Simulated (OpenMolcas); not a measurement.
# W4+: ligand-field states by method

W4+ with its 6 nearest fluoride ions at 2.178 Å, on the Y site of Cs2NaYF6 (a = 9.075 Å, distance in the model lattice 2.178 Å). The rest of the host is ab initio model potentials to 7.6 Å, with orthogonalisation functions on the cations behind the ligands, and point charges beyond; the distance is set by hand and nothing relaxes, and no local charge compensation is placed. Ligand basis ANO-RCC-VDZP.
```
W     0.0000    0.0000    0.0000
F     2.1780    0.0000    0.0000
F     0.0000    2.1780    0.0000
F    -2.1780    0.0000    0.0000
F     0.0000   -2.1780    0.0000
F     0.0000    0.0000    2.1780
F     0.0000    0.0000   -2.1780
```

| Property | Result |
| --- | --- |
| Program | OpenMolcas |
| Basis | ANO-RCC-VTZP [8s7p5d3f2g1h] |
| Scalar Hamiltonian | DKH2, point nucleus |
| Active space | 2 electrons in 5 orbitals (5d) |
| State averaging | 2S+1 = 3 even, 10 roots; 2S+1 = 1 even, 15 roots |
| Spin-orbit coupling | state interaction with AMFI integrals over the reference wave functions |

I. CASSCF
II. SS-CASPT2, IPEA 0.25 Eh, imaginary shift 0.1 Eh (the lowest 17 gerade and 15 ungerade orbitals frozen, chosen by energy and not by shell, so the metal 5p can be frozen and 4f correlated)

Spin-free states (labels of O, the rotations of Oh) in cm-1, each column counted from its own energy of the first state listed:

```csv
State,Degeneracy,I,II
3T1,3,0,0
1T2,3,10243,7690
1E,2,10336,8000
3T2,3,22342,23570
1A1,1,23039,18440
3T1,3,31217,30400
1T2,3,33313,31580
1T1,3,35901,34320
3A2,1,46015,48390
1E,2,57271,55850
1A1,1,70345,65470
```

From I to II, I's first state of the same spin (3T2) moves from 22342 to 23570 cm-1, by about +1200 cm-1.

From I to II, I's first state of another spin (1T2) moves from 10243 to 7690 cm-1, by about -2600 cm-1.

I: A least-squares ligand-field fit to the states below 45000 cm-1, each weighted by its degeneracy and with a free common offset, gives 10Dq = 23474 cm-1, B = 704 cm-1 and C = 2732 cm-1 (C/B = 3.88), with an rms deviation of 155 cm-1. The same method and metal basis give the free ion B = 803 cm-1 (fit to its terms below 60000 cm-1, rms deviation 19 cm-1), so the nephelauxetic ratio is β = 704 / 803 = 0.88; it hangs on how both fits weigh the states, and computed free-ion B values tend to be too large, so β mixes covalency with correlation.

II: A least-squares ligand-field fit to the states below 45000 cm-1, each weighted by its degeneracy and with a free common offset, gives 10Dq = 24480 cm-1, B = 563 cm-1 and C = 2058 cm-1 (C/B = 3.65), with an rms deviation of 257 cm-1. The same method and metal basis give the free ion B = 790 cm-1 (fit to its terms below 60000 cm-1, rms deviation 602 cm-1), so the nephelauxetic ratio is β = 563 / 790 = 0.71; it hangs on how both fits weigh the states, and computed free-ion B values tend to be too large, so β mixes covalency with correlation.

From I to II, 10Dq changes by +4 %, B by -20 % and C by -25 %.

χT at 300 K: I 0.09, II 0.09 cm3 K/mol.

The states above are spin-free; spin-orbit coupling is strong here and shifts and splits them by thousands of cm-1.

Roots that are degenerate in the reference are averaged as groups; the widest CASPT2 spread within a group is 53 cm-1 (the 3-fold group of multiplicity 1 near 7690 cm-1 above the lowest state of its run, II). Shifts and gaps below about the spread of the groups concerned are not significant. Over all roots computed the reference weight is 0.70 to 0.71 in II; a low but even weight reflects the number of correlated electrons. An orbital triplet at a regular site is open to Jahn-Teller coupling, which can distort the site and quench the lowest spin-orbit gaps and is left out. The least metal-like active orbital is 80 % on the metal (Löwdin) and no ligand orbital is active, so the numbers are rough. Ligand-to-metal charge-transfer states are missing. With no ligand orbital active B as a rule stays too high, so bands that hang on it stand too high and its fall with covalency is understated. Without dynamic correlation the repulsion within the d shell is too large (B by tens of per cent), so at a given field states of lower spin stand too high (holds for I). With metal d orbitals alone the field can be off either way by tens of per cent (holds for I). With one d shell and no ligand orbital active, 10Dq can be off by a tenth or more (holds for II). The distance lies 7 % over the 2.043 Å that this model takes as the normal distance (a Shannon-type radius plus a fixed donor radius, weighted with the host); by an R⁻⁵ law this alone changes a d-shell field by about -27 %. No measured value stands beside these numbers; the geometry was set by hand and not optimised.
